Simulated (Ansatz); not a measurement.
Geometry optimisation, RKS r2SCAN/def2-SVP (Ansatz 0.2.0).

Input:

```yaml
crystal:
  periodic: [false, false, false]
  atoms:
    - { symbol: S, position_ang: [1.0668, -0.4639, 0.4252] }
    - { symbol: In, position_ang: [-0.3956, 0.5209, -0.387] }
    - { symbol: H, position_ang: [0.1967, -1.4564, 0.9276] }
    - { symbol: H, position_ang: [-1.3033, 0.1146, -0.8809] }
    - { symbol: H, position_ang: [0.4852, 1.2111, -0.1263] }
basis:
  gaussian: { orbitals: def2-SVP }
hamiltonian:
  xc: r2scan
relax:
  f_tol: 0.02
  max_steps: 50
```

Run as:

```bash
$ ansatz run input.yaml --threads 1 --pin off --max-ram 2048MiB --backend cpu --events-out ev --progress --plain --runs-dir out
```

Task: Where does it end, and by what steps?

Result: The forces met the threshold. After 10 steps the energy has fallen by 15.130 eV; H5 moved furthest, 1.03 Å. The start is strongly strained (largest force component 26 eV/Å).

```csv
step,energy less start (eV),largest force component (eV/Å),accepted
0,0.0000,25.689,yes
1,-9.1792,10.982,yes
2,-12.7148,4.822,yes
3,-14.1565,2.387,yes
4,-14.7351,1.055,yes
5,-15.0026,0.453,yes
6,-15.0946,0.441,yes
7,-15.1211,0.362,yes
8,-15.1247,0.214,yes
9,-15.1297,0.022,yes
10,-15.1300,0.009,yes
```

```xyz
5
Properties=species:S:1:pos:R:3
S 1.146 -0.946 0.919
In -0.192 0.625 -0.340
H 0.252 -1.953 0.803
H -1.694 0.032 -0.926
H 0.537 2.169 -0.497
```

Whether the end is a true minimum wasn't checked by a vibrational analysis.

Time of the run: 35 s on 1 CPU thread of a shared host.
